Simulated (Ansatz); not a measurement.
The same molecule with X = F, Cl, Br. Ansatz, PBE0-D4/def2-TZVP geometries, multiplicity 1.

Scalar relativity is left out up to krypton.

```csv
X,molecule,mean X–Mg bond length / Å,LUMO energy (B3LYP/def2-TZVPP) / eV,HOMO energy (PBE/def2-TZVPP) / eV,LUMO energy (PBE0/def2-TZVPP) / eV
F,`[CH3][Mg][F]`,1.759,-1.34,-6.38,-1.02
Br,`[CH3][Mg][Br]`,2.345,-1.38,-6.39,-1.11
```

Q: Give the row for X = Cl, `[CH3][Mg][Cl]`. (An estimate is asked.)

A: Ansatz gave: 
| X | molecule | mean X–Mg bond length / Å | LUMO energy (B3LYP/def2-TZVPP) / eV | HOMO energy (PBE/def2-TZVPP) / eV | LUMO energy (PBE0/def2-TZVPP) / eV |
| --- | --- | --- | --- | --- | --- |
| Cl | `[CH3][Mg][Cl]` | 2.193 | -1.34 | -6.41 | -1.06 |

From F to Br the mean X–Mg bond length rises at each step, by 0.586 Å in all; the LUMO energy (B3LYP/def2-TZVPP) hardly changes; the HOMO energy (PBE/def2-TZVPP) hardly changes; the LUMO energy (PBE0/def2-TZVPP) falls at each step, by 0.09 eV in all. Bonds lengthen as the atom grows down the group.

B3LYP here is the variant with VWN-RPA as its local correlation; programs differ in this.

Spin–orbit coupling is left out; it splits and shifts lone-pair levels of the heavy atoms by tenths of an eV.
